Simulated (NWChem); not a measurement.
Molecule: C₂H₃F₂NSi; SMILES C(C(F)(F)[SiH3])#N

All runs: NWChem. Pople sets run with spherical d functions. Geometry: optimised at B3LYP/6-31G* (spherical d). Total energies compare along this basis series because the functional is fixed.

```json
[
 {"level": "PBE/STO-3G", "basis functions": "37", "energy (Ha)": "-613.4624", "highest occupied level (eV)": "-3.43", "orbital gap (eV)": "5.46", "dipole (D)": "2.98", "relative time": "1"},
 {"level": "PBE/3-21G", "basis functions": "64", "energy (Ha)": "-618.0356", "highest occupied level (eV)": "-7.47", "orbital gap (eV)": "6.13", "dipole (D)": "2.62", "relative time": "1"},
 {"level": "PBE/6-31G*", "basis functions": "94", "energy (Ha)": "-621.3659", "highest occupied level (eV)": "-7.72", "orbital gap (eV)": "6.21", "dipole (D)": "2.84", "relative time": "4"},
 {"level": "PBE/6-31+G*", "basis functions": "118", "energy (Ha)": "-621.3916", "highest occupied level (eV)": "-8.22", "orbital gap (eV)": "6.18", "dipole (D)": "3.16", "relative time": "8"},
 {"level": "PBE/6-311G**", "basis functions": "134", "energy (Ha)": "-621.4958", "highest occupied level (eV)": "-8.01", "orbital gap (eV)": "6.21", "dipole (D)": "2.96", "relative time": "6"},
 {"level": "PBE/6-311++G**", "basis functions": "161", "energy (Ha)": "-621.5078", "highest occupied level (eV)": "-8.26", "orbital gap (eV)": "6.15", "dipole (D)": "3.19", "relative time": "10"}
]
```

Times are rough ratios from one shared machine.
